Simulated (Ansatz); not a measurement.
Gas-phase electronic energies from Ansatz, PBE0-D4/def2-TZVP geometries. CBS: MP2 limit from def2 TZ/QZ plus the TZ coupled-cluster correction, frozen cores. DFT in def2-TZVPP. B3LYP here is the variant with VWN-RPA as its local correlation; programs differ in this. Each species was taken in one conformer, which may not be the lowest.

Reaction (substitution at a C–O bond): `COC[SiH2]F` + `O[Si]1(Cl)CO1` → `CO[Si]1(Cl)CO1` + `OC[SiH2]F`

```
         level  ΔE (eV)
      B3LYP-D4     0.09
 HF/def2-TZVPP     0.08
MP2/def2-TZVPP     0.13
MP2/def2-QZVPP     0.12
```

(1) What does CCSD(T)/CBS give? (An estimate is asked.)

Largest T1 diagnostic among the species: 0.012.

Answers

(1) Ansatz gave: +0.11 eV. The listed levels differ from it by -0.02, -0.03, 0.02, 0.01 eV.

In def2-TZVPP, CCSD(T) changes the Hartree–Fock value by +0.04 eV (the triples alone add +0.01 eV) and MP2 by +0.05 eV.
